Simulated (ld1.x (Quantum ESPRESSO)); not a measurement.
What the settings do to the TM potential of chromium

Base potential:

- Element: chromium
- Generator: ld1.x (Quantum ESPRESSO) 7.5
- Type: norm-conserving Troullier–Martins (Kleinman–Bylander form)
- Functional: PBE
- Relativity: scalar-relativistic
- Frozen core: [Ne]
- Valence charge: 14
- Reference configuration: 3s2 3p6 3d4 4s0 4p0 (charge +2)
- Partial waves: 3p (bound): rc 1.55 bohr; 3d (bound): rc 1.00 bohr; 3s (bound): rc 1.00 bohr
- Local potential: the s channel
- Core correction: none

All-electron outer shells of the reference configuration (PBE, scalar-relativistic, ld1.x):

```json
{"shell": "2p", "level (eV)": "-582.16", "outermost node (bohr)": "–", "outermost maximum (bohr)": "0.20"}
{"shell": "3s", "level (eV)": "-95.15", "outermost node (bohr)": "0.36", "outermost maximum (bohr)": "0.78"}
{"shell": "3p", "level (eV)": "-66.46", "outermost node (bohr)": "0.33", "outermost maximum (bohr)": "0.80"}
{"shell": "3d", "level (eV)": "-22.86", "outermost node (bohr)": "–", "outermost maximum (bohr)": "0.82"}
{"shell": "4s", "level (eV)": "-18.64", "outermost node (bohr)": "1.10", "outermost maximum (bohr)": "2.36"}
{"shell": "4p", "level (eV)": "-13.45", "outermost node (bohr)": "1.20", "outermost maximum (bohr)": "2.78"}
```

Cutoffs, loose and tight: the cutoffs (Ry, on a coarse ladder) from which the occupation-weighted sum of valence levels, in a spherical-Bessel basis at the reference potential, stays within 10 and 1 mRy of its value at 400 Ry. They do not see the model core or the augmentation charge, which bear on the density cutoff. Test errors are all-electron minus pseudo excitation energies from the reference, over the configurations 3s2 3p6 3d5 4s1 4p0; 3s2 3p6 3d5 4s0 4p0; 3s2 3p6 3d3 4s0 4p0; 3s1 3p6 3d5 4s1 4p0; 3s2 3p6 3d4 4s1 4p1; 3s2 3p6 3d5 4s0 4p1; 3s2 3p6 3d5.5 4s0.5 4p0. A dash means not determined; rows that change the core or the reference have their own tests.

| change | outcome | cutoff, loose | cutoff, tight | bound ghosts | largest test error (meV) |
| --- | --- | --- | --- | --- | --- |
| base | generated | 180 Ry | 260 Ry | none | +111 |
| wave 3s (bound): rc 1.00 bohr becomes 3s (bound): rc 0.78 bohr | generated | 180 Ry | 300 Ry | none | +49 |
| wave 3p (bound): rc 1.55 bohr becomes 3p (bound): rc 1.24 bohr | generated | 180 Ry | 260 Ry | none | +111 |
| local potential all-electron potential smoothed inside 1.30 bohr (lloc = -1) | generated | 180 Ry | 260 Ry | none | -109 |
| core [Ar], valence charge 6; reference 3d5.5 4s0.5 4p0; waves now 4s (bound): rc 2.10 bohr; 4p (bound): rc 3.90 bohr; 3d (bound): rc 1.75 bohr; local potential all-electron potential smoothed inside 2.30 bohr (lloc = -1) | generated | 70 Ry | 90 Ry | none | -369 |
| functional BP86 | generated | 180 Ry | 260 Ry | none | +119 |

(1) What comes out with this change to the base: all radii scaled by about 0.72 (s 0.72, p 1.12, d 0.72 bohr)?

(2) What comes out with this change to the base: reference 3s2 3p6 3d5 4s1 4p0?

(3) What comes out with this change to the base: wave 3d (bound): rc 1.00 bohr becomes 3d (bound): rc 0.78 bohr?

## Answers

(1) outcome: generated; cutoff, loose: 300 Ry; cutoff, tight: over 300 Ry; bound ghosts: none; largest test error (meV): +56.

(2) outcome: generated; cutoff, loose: 180 Ry; cutoff, tight: 260 Ry; bound ghosts: none; largest test error (meV): -191.

(3) outcome: generated; cutoff, loose: 260 Ry; cutoff, tight: 300 Ry; bound ghosts: none; largest test error (meV): +108.
